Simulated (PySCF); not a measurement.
Al(Me)2(Cl) anion (C₂H₆AlCl), SMILES [Cl][Al]([CH3])[CH3] (connectivity only; charge and spin as stated), charge -1, multiplicity 2.

Coordinates come from a B3LYP-D3(BJ)/def2-SVPD optimisation. The spin state was assumed, not searched. The isomer is the one that the SMILES or the coordinates give; other isomers of the formula were not compared.

Two levels are set side by side: PBE/def2-SVPD (PySCF) and M06-2X/def2-SVPD (PySCF). Same geometry, gas phase. Differences are taken from unrounded values.

| quantity | M06-2X | PBE | PBE minus M06-2X |
|---|---|---|---|
| α-spin orbital gap (eV) | 4.96 | 2.25 | -2.70 |
| β-spin orbital gap (eV) | 4.59 | 3.99 | -0.60 |
| mean polarisability (bohr³) | 107.0 | 121.8 | 14.8 |

Loosely held outer electrons make PBE densities more polarisable. Differences between two approximate levels are no errors against the true value.

Rough cost on one machine, each run with all the roots and properties that it gave: M06-2X against PBE within a factor of 2.
